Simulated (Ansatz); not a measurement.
A nudged elastic band was laid between two geometries of BrH + ClF2GeHO (8 atoms, charge 0, multiplicity 1).

The calculation used RKS B3LYP-D4/def2-SVP (Ansatz).

```json
{
 "movable images": "7",
 "climbing image": "yes",
 "spring": "5.0 eV/Å²",
 "optimiser": "quadratic models (default)",
 "start path": "through a guess of the saddle point",
 "force threshold": "0.5 eV/Å",
 "iteration limit": "60",
 "end points": "relaxed"
}
```

Initial state:

```xyz
8
Properties=species:S:1:pos:R:3
Ge -0.272 -0.178 -0.138
F -0.050 0.041 1.572
F 1.320 -0.464 -0.726
Cl -1.118 1.557 -0.989
O -1.304 -1.554 -0.423
H -0.944 -2.382 -0.072
Br 1.430 3.074 1.820
H 0.834 1.806 2.110
```

Final state:

```xyz
8
Properties=species:S:1:pos:R:3
Ge 0.301 0.304 -0.567
F -0.966 0.158 2.402
F 1.339 -0.091 -1.881
Cl -1.293 1.510 -1.325
O -0.208 -1.205 0.140
H -0.623 -1.039 1.009
Br 1.548 1.567 0.944
H -0.200 0.697 2.432
```

What changes between the two ends?

Bonds broken: Ge1–F2, Br7–H8. Bonds formed: Ge1–Br7, F2–H8. BrH + ClF2GeHO becomes BrClFGeHO + FH.

What energy profile does the band end with?

It converged. The highest image is number 4 of 0 to 8, 1.06 eV above the first end and 1.32 eV above the last; the last end lies 0.26 eV below the first. The threshold of 0.5 eV/Å is loose, so the images may lie well off the minimum-energy path. The order of the point at the top wasn't checked. The orbitals stay closed-shell, which can raise the energy where a bond breaks towards radicals; this wasn't checked here.

| image | path coordinate (Å) | energy (eV) | Ge1–F2 (Å) | Br7–H8 (Å) | Ge1–Br7 (Å) |
| --- | --- | --- | --- | --- | --- |
| 0 | 0.00 | 0.00 | 1.74 | 1.43 | 4.16 |
| 1 | 0.58 | 0.02 | 1.74 | 1.43 | 3.94 |
| 2 | 1.16 | 0.11 | 1.75 | 1.44 | 3.62 |
| 3 | 1.74 | 0.51 | 1.80 | 1.47 | 3.12 |
| 4 | 2.32 | 1.06 | 1.99 | 1.69 | 2.68 |
| 5 | 2.89 | 0.62 | 2.35 | 2.01 | 2.46 |
| 6 | 3.47 | 0.16 | 2.76 | 2.15 | 2.37 |
| 7 | 4.04 | -0.16 | 3.09 | 2.27 | 2.34 |
| 8 | 4.62 | -0.26 | 3.23 | 2.45 | 2.33 |

What is the geometry of the highest image?


```xyz
8
Properties=species:S:1:pos:R:3
Ge 0.031 0.220 -0.131
F -0.196 -0.021 1.830
F 1.539 -0.014 -0.934
Cl -1.294 1.603 -1.082
O -0.688 -1.365 -0.313
H -1.141 -1.660 0.489
Br 1.232 2.187 1.243
H 0.414 0.950 2.051
```

Time of the run: 2.4 min on 4 threads of Arm Neoverse V1, with other jobs on the host, peak memory 0.43 GiB.
